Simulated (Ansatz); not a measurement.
Cost and result up the ladder for In2O4H2 (8 atoms). The state is a singlet with charge 0. Geometry: B3LYP-D4/def2-SVP.

Cartesian coordinates in Å:
```
In -1.488 0.660 1.162
In 1.536 0.278 -1.250
O 0.233 -0.987 0.450
O 1.055 -0.126 1.342
O -0.530 1.285 -0.868
O -1.262 0.250 -1.619
H -0.989 -0.571 -1.154
H 1.445 -0.788 1.936
```

Ansatz on 4 threads of Intel Xeon on a shared host. Times are rough, and most runs start from the orbitals of an earlier one. ωB97M-V/def2-TZVP serves as the yardstick here, not as an exact answer. Differences are given only for rows in sets of like size (and for xTB, whose basis is part of the method), since another set adds its own error. Binding counts from free atoms at the same level (In doublet, O triplet, H doublet; other spins of the atoms weren't run), without zero-point energy or a counterpoise term.

In the def2 sets In takes a core potential; there is no spin–orbit coupling. LC-ωPBE has ω = 0.4 bohr⁻¹. Correlated methods freeze 12 core orbitals; core or outer-core shells of In are correlated, in sets that lack core-valence functions. The rows differ in basis, and correlated rows in double-zeta sets carry the largest basis error. The structure holds 2 bond(s) between oxygen atoms. Another isomer (singlet) lies 3.83 eV lower at PBE0-D4/def2-TZVP; other spin states weren't run for this one.

Correlated methods converge slowly with the basis, most of all in double-zeta sets.

```
                         level  functions  wall time  binding energy per atom (eV)  difference from ωB97M-V/def2-TZVP (eV)
PBE-D4/def2-TZVP (with forces)        236        7 s                          2.99                                    0.19
             LC-ωPBE/def2-TZVP        236      9.5 s                          2.72                                   -0.07
           r2SCAN-D4/def2-TZVP        236       10 s                          2.82                                    0.03
             PBE0-D4/def2-TZVP        236       12 s                          2.73                                   -0.07
             ωB97M-V/def2-TZVP        236       23 s                          2.80                                    0.00
              CCSD(T)/def2-SVP        118       35 s                          2.53                                       –
```
